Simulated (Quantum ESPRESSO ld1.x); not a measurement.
Values are calculated unless marked as measured or tabulated.
Task: These are the eigenvalues of the occupied orbitals of an atom or ion with whole-number occupations (eV). Level of theory: Dirac Kohn-Sham, PBE, spin-unpolarised, spherical densities, point nucleus (ld1.x of Quantum ESPRESSO 7.5).

| orbital | eigenvalue |
|---|---|
| 1s1/2 | -20874.7 |
| 2s1/2 | -2991.43 |
| 2p1/2 | -2759.67 |
| 2p3/2 | -2641.41 |
| 3s1/2 | -534.502 |
| 3p1/2 | -445.441 |
| 3p3/2 | -425.666 |
| 3d3/2 | -268.159 |
| 3d5/2 | -264.358 |
| 4s1/2 | -89.5731 |
| 4p1/2 | -63.5826 |
| 4p3/2 | -60.6374 |
| 4d3/2 | -22.6835 |
| 4d5/2 | -22.3755 |

Which element is it, and in what charge state? The configuration may be excited. Open shells, if any, are shared by 2j + 1.

Result: Z = 43, technetium, charge +2: Tc2+ in [Kr] 4d5. The list shows which subshells hold electrons but not how many an open one holds; the 1s level, -767.13 hartree, gives Z - s = 39.2 by -(Z - s)^2/2, which with screening and relativity narrows Z to a few neighbours, and the depths of the outer levels then fix element, charge and occupations together.
